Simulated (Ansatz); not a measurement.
# Nudged elastic band run: CH3AlClF

Input:

```yaml
crystal:
  periodic: [false, false, false]
  atoms:
    - { symbol: Al, position_ang: [0.693017, -0.105464, 0.697513] }
    - { symbol: F, position_ang: [1.920382, -1.226401, 0.656432] }
    - { symbol: C, position_ang: [-0.611089, 0.018834, -0.717349] }
    - { symbol: H, position_ang: [-0.439848, -0.726422, -1.509694] }
    - { symbol: Cl, position_ang: [0.665949, 1.147352, 2.378986] }
    - { symbol: H, position_ang: [-1.631776, -0.127601, -0.324996] }
    - { symbol: H, position_ang: [-0.596534, 1.019802, -1.180891] }
basis:
  gaussian: { orbitals: def2-SVP }
hamiltonian:
  xc: r2scan
  dispersion: d4
neb:
  order_check: false
  images: 5
  f_tol: 0.5
  max_iterations: 60
  final_atoms:
    - { symbol: Al, position_ang: [0.67772317, -0.10772184, 0.70967234] }
    - { symbol: F, position_ang: [1.68268581, -1.42676435, 0.83482844] }
    - { symbol: C, position_ang: [-0.60485658, 0.03492512, -0.7224696] }
    - { symbol: H, position_ang: [-0.24456303, -0.4508695, -1.64341743] }
    - { symbol: Cl, position_ang: [0.89212839, 1.33927424, 2.2131644] }
    - { symbol: H, position_ang: [-1.54478038, -0.47039393, -0.43935771] }
    - { symbol: H, position_ang: [-0.85823638, 1.08165024, -0.95241944] }
  initial_path:
    images:
      - { positions_ang: [[0.693017, -0.105464, 0.697513], [1.920382, -1.226401, 0.656432], [-0.611089, 0.018834, -0.717349], [-0.439848, -0.726422, -1.509694], [0.665949, 1.147352, 2.378986], [-1.631776, -0.127601, -0.324996], [-0.596534, 1.019802, -1.180891]] }
      - { positions_ang: [[0.5658441, 0.0549319, 0.75814738], [1.72221618, -1.22964041, 0.42641252], [-0.63823069, 0.04274578, -0.72243611], [-0.16959008, -0.75255533, -1.22492881], [0.80196137, 1.09559079, 2.46806104], [-1.65484024, -0.18399215, -0.4250955], [-0.62725965, 0.97301942, -1.28015951]] }
      - { positions_ang: [[0.43867121, 0.2153278, 0.81878175], [1.52405035, -1.23287982, 0.19639304], [-0.66537238, 0.06665756, -0.72752322], [0.10066785, -0.77868866, -0.94016362], [0.93797373, 1.04382959, 2.55713607], [-1.67790447, -0.24038329, -0.525195], [-0.65798529, 0.92623683, -1.37942803]] }
      - { positions_ang: [[0.31149831, 0.37572369, 0.87941613], [1.32588453, -1.23611923, -0.03362644], [-0.69251407, 0.09056934, -0.73261033], [0.37092577, -0.804822, -0.65539842], [1.0739861, 0.99206838, 2.64621111], [-1.70096871, -0.29677444, -0.62529451], [-0.68871094, 0.87945425, -1.47869654]] }
      - { positions_ang: [[0.43357327, 0.21457518, 0.82283487], [1.44481829, -1.2996676, 0.25585852], [-0.66329491, 0.07202127, -0.72923008], [0.16576284, -0.68683783, -0.98473809], [1.01336686, 1.10780367, 2.50186221], [-1.64890593, -0.3546476, -0.56331557], [-0.74521942, 0.94685291, -1.30327084]] }
      - { positions_ang: [[0.55564822, 0.05342667, 0.7662536], [1.56375205, -1.36321598, 0.54534348], [-0.63407575, 0.05347319, -0.72584984], [-0.0394001, -0.56885366, -1.31407776], [0.95274763, 1.22353896, 2.3575133], [-1.59684315, -0.41252076, -0.50133664], [-0.8017279, 1.01425158, -1.12784514]] }
      - { positions_ang: [[0.67772317, -0.10772184, 0.70967234], [1.68268581, -1.42676435, 0.83482844], [-0.60485658, 0.03492512, -0.7224696], [-0.24456303, -0.4508695, -1.64341743], [0.89212839, 1.33927424, 2.2131644], [-1.54478038, -0.47039393, -0.43935771], [-0.85823638, 1.08165024, -0.95241944]] }
```

Launched with:

```bash
$ ansatz run input.yaml --threads 2 --pin off --max-ram 3072MiB --backend cpu --events-out ev --progress --plain --runs-dir out
```

Output, in part (warnings, iteration lines, the closing report on the highest movable image, with atoms numbered from 0):

```
NEB end point (image 0): max|allowed force component| = 1.641e-2 eV/Å (the criterion of neb.relax_end_points is 1.000e-1)
NEB end point (image 6): max|allowed force component| = 2.850e-3 eV/Å (the criterion of neb.relax_end_points is 1.000e-1)
WARN: NEB: the barrier is in doubt: the path turns back at the climbing image. Check it with more images (neb.images), a lower neb.f_tol or relaxed end points
NEB iter   1: max|band force component| = 3.282e0 eV/Å  barrier→ = 3.5240 eV  barrier← = 3.5249 eV  Δτ_max = 0.1992 Å  (188 SCF iters)
NEB iter   2: max|band force component| = 2.629e0 eV/Å  barrier→ = 2.9498 eV  barrier← = 2.9507 eV  Δτ_max = 0.2000 Å  (152 SCF iters)
NEB iter   3: max|band force component| = 4.061e0 eV/Å  barrier→ = 1.8432 eV  barrier← = 1.8441 eV  Δτ_max = 0.1010 Å  (157 SCF iters)
NEB iter   4: max|band force component| = 2.174e0 eV/Å  barrier→ = 1.4635 eV  barrier← = 1.4644 eV  Δτ_max = 0.1992 Å  (141 SCF iters)
NEB iter   5: max|band force component| = 1.222e0 eV/Å  barrier→ = 0.7407 eV  barrier← = 0.7416 eV  Δτ_max = 0.2000 Å  (147 SCF iters)
NEB iter   6: max|band force component| = 1.292e0 eV/Å  barrier→ = 0.3753 eV  barrier← = 0.3762 eV  Δτ_max = 0.1967 Å  (151 SCF iters)
NEB iter   7: max|band force component| = 6.092e-1 eV/Å  barrier→ = 0.1508 eV  barrier← = 0.1517 eV  Δτ_max = 0.1982 Å  (149 SCF iters)
NEB iter   8: max|band force component| = 1.294e0 eV/Å  barrier→ = 0.0889 eV  barrier← = 0.0898 eV  Δτ_max = 0.0983 Å  (141 SCF iters)
NEB iter   9: max|band force component| = 7.602e-1 eV/Å  barrier→ = 0.0392 eV  barrier← = 0.0401 eV  Δτ_max = 0.1982 Å  (146 SCF iters)
NEB iter  10: max|band force component| = 2.175e-1 eV/Å  barrier→ = 0.0119 eV  barrier← = 0.0128 eV  CI = image 2  Δτ_max = 0.0000 Å  (284 SCF iters)
Total energy: -22914.46471795 eV, -842.0910464026 hartree
Atom 0 at     0.647072    -0.136659     0.724298 Å, force     0.163166    -0.198347     0.088457 eV/Å
Atom 1 at     1.778593    -1.359285     0.841981 Å, force    -0.171531     0.093783    -0.161564 eV/Å
Atom 2 at    -0.577074     0.052560    -0.761842 Å, force     0.017347    -0.055636    -0.030225 eV/Å
Atom 3 at    -0.350697    -0.609308    -1.614733 Å, force     0.047725    -0.023170     0.110661 eV/Å
Atom 4 at     0.690378     1.130646     2.396780 Å, force    -0.088763     0.080747    -0.051080 eV/Å
Atom 5 at    -1.613084    -0.163750    -0.443769 Å, force     0.056390     0.027688     0.014043 eV/Å
Atom 6 at    -0.575088     1.085895    -1.142715 Å, force    -0.024334     0.074935     0.029709 eV/Å
Dipole moment:    -0.327447     0.073302    -0.396844 e Å
```

It converged. The threshold of 0.5 eV/Å is loose, so the images may lie well off the minimum-energy path. The order of the stationary point at the top wasn't checked.

Final band:

| image | path coordinate (Å) | energy (kcal/mol) |
| --- | --- | --- |
| 0 | 0.00 | 0.0 |
| 1 | 0.21 | 0.2 |
| 2 | 0.42 | 0.3 |
| 3 | 0.58 | 0.1 |
| 4 | 0.73 | 0.0 |
| 5 | 0.88 | 0.0 |
| 6 | 1.04 | 0.0 |

The run took 37 s on 2 threads of AMD EPYC 9R45 96-Core Processor (Zen 5), with other jobs on the host, peak memory 0.18 GiB.
